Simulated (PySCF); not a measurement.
Correlation energy of Te⁴⁵⁺ (tellurium, charge +45)

[He] 2s2 2p3, high-spin 4S determinant. All numbers are calculated (PySCF 2.14, the spin-free X2C one-electron Hamiltonian (Gaussian nucleus), in an even-tempered Gaussian basis (19 s from 22 bohr⁻², ratio 2.2; 12 p from 28 bohr⁻², ratio 2.2; 5 d from 110 bohr⁻², ratio 2.4; 5 f from 160 bohr⁻², ratio 2.4; 4 g from 240 bohr⁻², ratio 2.4)). Frozen: nothing; 7 electrons correlated; the 14 highest virtual orbitals of each spin left out.

```tsv
level	correlation energy (mhartree)
CCSD	-234.71
(T)	-0.04
CCSD(T)	-234.75
```

Diagnostics: T1 = 4.9e-05, D1 = 0.0002, largest double amplitude 0.005.

Question: Is a single reference adequate?

Answer: Yes, within this model without spin-orbit coupling: T1 lies below 0.03 and no double amplitude reaches 0.07.

At this charge the one-electron X2C treatment keeps the bare 1/r₁₂, with no two-electron picture change or Breit term. That inflates the 1s pair energies well beyond their four-component values; and a scalar Hamiltonian misses the large spin-orbit splitting of the p shells, which matters for ns² → np² pairs.

Spin-orbit coupling is strong in this species, so the high-spin LS determinant is a model state.
